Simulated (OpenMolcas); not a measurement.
## Nb4+ in Cs2GeF6: curves along the breathing mode

Nb4+ with its 6 nearest fluoride ions, on the Ge site of Cs2GeF6 (a = 9.021 Å, distance in the model lattice 1.804 Å). The rest of the host is ab initio model potentials to 7.6 Å and point charges beyond; the distance is set by hand and nothing relaxes. Ligand basis ANO-RCC-VDZP.

```yaml
Program: OpenMolcas
Method: CASSCF
Basis: ANO-RCC-VDZP [6s5p3d1f]
Scalar_Hamiltonian: DKH2, point nucleus
Active_space: 1 electron in 5 orbitals (4d)
State_averaging: 2S+1 = 2 even, 5 roots
Spin-orbit_coupling: state interaction with AMFI integrals over the reference wave functions
```

Spin-free energies (labels of O, the rotations of Oh) in cm-1 above the lowest fitted minimum, as all ligands move together:

| R (Å) | 2T2 | 2E |
| --- | --- | --- |
| 1.798 | 21730 | 72810 |
| 1.84 | 10650 | 57140 |
| 1.883 | 3730 | 45910 |
| 1.925 | 530 | 38910 |
| 1.967 | 210 | 35190 |
| 2.01 | 2340 | 34210 |
| 2.052 | 6370 | 35540 |

Cubic fits give the following; the wavenumber is harmonic, with the mass of all moving ligands, small differences in it between states hang on the degree of the fit, a number in brackets counts states of one label, and the table is a selection of at most 14 states with clean curves.

```json
{"State": "2T2", "R0 (Å)": "1.950", "Breathing mode (cm-1)": "663", "Minimum (cm-1)": "0"}
{"State": "2E", "R0 (Å)": "2.004", "Breathing mode (cm-1)": "611", "Minimum (cm-1)": "34240"}
```

The minimum of 2E is shifted by +0.0544 Å against 2T2 (from the unrounded fits). With M = 114.0 u for the moving shell, the Huang-Rhys factor in this mode is S = M ω ΔR² / 2ħ = 0.01483 × 114.0 × 663 × 0.0544² = 3.32. Only the first shell moves, against a rigid host.

An orbital triplet at a regular site is open to Jahn-Teller coupling, which can distort the site and quench the lowest spin-orbit gaps and is left out. With metal d orbitals alone the field can be off either way by tens of per cent. Ligand-to-metal charge-transfer states are missing. The least metal-like active orbital is 71 % on the metal (Löwdin) and no ligand orbital is active, so the numbers are rough (holds for R = 1.798). The least metal-like active orbital is 73 % on the metal (Löwdin) and no ligand orbital is active, so the numbers are rough (holds for R = 1.84). The least metal-like active orbital is 75 % on the metal (Löwdin) and no ligand orbital is active, so the numbers are rough (holds for R = 1.883). The least metal-like active orbital is 76 % on the metal (Löwdin) and no ligand orbital is active, so the numbers are rough (holds for R = 1.925). The least metal-like active orbital is 77 % on the metal (Löwdin) and no ligand orbital is active, so the numbers are rough (holds for R = 1.967). The least metal-like active orbital is 78 % on the metal (Löwdin) and no ligand orbital is active, so the numbers are rough (holds for R = 2.01; R = 2.052). No measured value stands beside these numbers.
